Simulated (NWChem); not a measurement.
Species: C₅H₉N; SMILES CC(C)(C)C#N

Program: NWChem. Pople sets run with spherical d functions. The geometry was optimised at PBE0/def2-SVP. Computed dipoles belong to the equilibrium geometry; the measured one is vibrationally averaged.

Measured dipole moment: 3.95 D (NIST CCCBDB, as tabulated in the package chemicals).

Problem. Which of these levels lies farthest from the measured value, and how do the others fare: B3LYP/6-311++G**; B3LYP/STO-3G; B3LYP/def2-SVPD; B3LYP/def2-TZVP; B3LYP/3-21G; B3LYP/def2-SVP; B3LYP/6-31G*; B3LYP/6-31+G*?

Solution. B3LYP/STO-3G.
| level | dipole moment (D) | computed − measured | relative time (rough) |
|---|---|---|---|
| B3LYP/STO-3G | 3.21 | -0.74 | 1 |
| B3LYP/3-21G | 3.72 | -0.23 | 1 |
| B3LYP/6-31G* | 3.92 | -0.03 | 3 |
| B3LYP/6-31+G* | 4.19 | +0.24 | 5 |
| B3LYP/def2-SVP | 3.85 | -0.10 | 3 |
| B3LYP/def2-SVPD | 4.13 | +0.18 | 5 |
| B3LYP/def2-TZVP | 4.12 | +0.17 | 9 |
| B3LYP/6-311++G** | 4.18 | +0.23 | 5 |
